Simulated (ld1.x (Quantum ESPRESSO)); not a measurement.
An all-electron radial function and its pseudo partner (lead)

Columns: radius, all-electron u(r) and pseudo u(r) of the 5d shell (level -21.18 eV) of lead in the configuration [Xe] 4f14 5d10 6s2 6p2; PBE, scalar-relativistic, TM scheme, ld1.x (Quantum ESPRESSO) 7.5.

| r (bohr) | all-electron | pseudo |
| --- | --- | --- |
| 0.105 | 0.3343 | 0.0042 |
| 0.210 | -0.1565 | 0.0325 |
| 0.315 | -0.4910 | 0.1024 |
| 0.420 | -0.3485 | 0.2198 |
| 0.525 | 0.0083 | 0.3770 |
| 0.630 | 0.3725 | 0.5538 |
| 0.735 | 0.6577 | 0.7233 |
| 0.840 | 0.8456 | 0.8597 |
| 0.945 | 0.9474 | 0.9469 |
| 1.050 | 0.9827 | 0.9813 |
| 1.155 | 0.9719 | 0.9716 |
| 1.260 | 0.9312 | 0.9312 |
| 1.365 | 0.8729 | 0.8729 |
| 1.470 | 0.8056 | 0.8056 |
| 1.575 | 0.7351 | 0.7351 |
| 1.680 | 0.6651 | 0.6651 |
| 1.785 | 0.5980 | 0.5980 |
| 1.890 | 0.5351 | 0.5351 |
| 1.995 | 0.4770 | 0.4770 |
| 2.100 | 0.4239 | 0.4239 |
| 2.205 | 0.3759 | 0.3759 |
| 2.310 | 0.3327 | 0.3327 |
| 2.415 | 0.2940 | 0.2940 |
| 2.520 | 0.2595 | 0.2595 |
| 2.625 | 0.2288 | 0.2288 |
| 2.730 | 0.2016 | 0.2016 |

Question: How many radial nodes do the two functions have?

Answer: The all-electron 5d function has n − l − 1 = 2; the pseudo-wave has 0, since the states of the same l below it are removed with the core.

Question: At about which radius was the pseudo-wave matched?

Answer: 1.35 bohr. The columns agree to 0.0005 from 1.16 bohr on; several derivatives are matched, so the curves merge somewhat inside the radius.

Question: Where does each function peak?

Answer: Outermost all-electron maximum near 1.05 bohr, pseudo maximum near 1.05 bohr (to the table’s step).

Question: Is the pseudo-wave norm-conserving?

Answer: Yes: the TM scheme keeps the norm inside the radius equal to the all-electron one, which fixes the energy derivative of the logarithmic derivative at the level.
